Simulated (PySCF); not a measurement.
## Trend along the second period: MZn molecules

PBE0 with double-zeta basis sets in PySCF, for the lowest determinant that a PBE0 search found; no spin–orbit coupling. De refers to high-spin ground-configuration atoms. A positive dipole means M(−)Zn(+).

```tsv
M	basis	state (unpaired electrons)	Re (Å)	ωe (cm⁻¹)	De (eV)	μ (D)
Li	def2-SVPD	doublet (σ ↑)	2.885	188	0.25	-0.28
Be	x2c-SVPall	singlet (closed shell)	2.878	144	0.13	0.48
B	def2-SVP	doublet (π ↑)	2.216	329	0.63	2.30
C	x2c-SVPall	triplet (π ↑↑)	1.981	476	1.17	2.89
N	x2c-SVPall	quartet (σ ↑, π ↑↑)	2.094	294	0.25	1.30
O	def2-SVP	triplet (σ ↑, π ↑)	1.868	536	1.41	2.73
F	x2c-SVPall	doublet (σ ↑)	1.783	627	2.78	3.07
```

(1) By what factor does the well depth vary along the series?

The rows differ in basis set, which adds steps of its own.

The state changes along the series, so neighbouring rows are not always alike in their bonding.

Closed-shell solutions of metal pairs were not tested for spin polarisation, which can lower them a little. Weak bonds: BeZn, LiZn, ZnN. Basis-set superposition, not corrected here, can be much of De in a small basis, most of all at correlated wavefunction levels. Functionals without a dispersion term scatter widely for such bonds, and LDA overbinds them. States were picked by a PBE0 search and need not be the measured ground states.

Results:

(1) At PBE0 it runs from 0.13 eV (BeZn) to 2.78 eV (ZnF), a factor of 21.4.
